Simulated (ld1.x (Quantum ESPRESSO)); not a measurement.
Reading a pseudo-wave (magnesium (Mg))

Columns: radius, all-electron u(r) and pseudo u(r) of the 2p shell (level -47.16 eV) of magnesium in the configuration [He] 2s2 2p6 3s1.75 3p0.25; PBE, scalar-relativistic, RRKJ scheme, ld1.x (Quantum ESPRESSO) 7.5.

```
r (bohr)  all-electron  pseudo
   0.042        0.0737  0.0302
   0.085        0.2359  0.1201
   0.128        0.4234  0.2594
   0.170        0.5997  0.4280
   0.212        0.7547  0.6105
   0.255        0.8857  0.7923
   0.298        0.9878  0.9515
   0.340        1.0609  1.0734
   0.382        1.1105  1.1569
   0.425        1.1400  1.2033
   0.467        1.1513  1.2158
   0.510        1.1484  1.2033
   0.552        1.1341  1.1746
   0.595        1.1104  1.1359
   0.638        1.0796  1.0931
   0.680        1.0445  1.0503
   0.722        1.0058  1.0076
   0.765        0.9637  0.9640
   0.807        0.9211  0.9212
   0.850        0.8768  0.8768
   0.892        0.8335  0.8335
   0.935        0.7895  0.7895
   0.977        0.7472  0.7472
   1.020        0.7051  0.7051
   1.062        0.6652  0.6652
   1.105        0.6258  0.6258
```

Task: How many radial nodes do the two functions have?

Result: The all-electron 2p function has n − l − 1 = 0; the pseudo-wave has 0.

Task: At about which radius was the pseudo-wave matched?

Result: 0.85 bohr. The columns agree to 0.0005 from 0.77 bohr on; several derivatives are matched, so the curves merge somewhat inside the radius.

Task: Is the pseudo-wave norm-conserving?

Result: Yes: the RRKJ scheme keeps the norm inside the radius equal to the all-electron one, which fixes the energy derivative of the logarithmic derivative at the level.
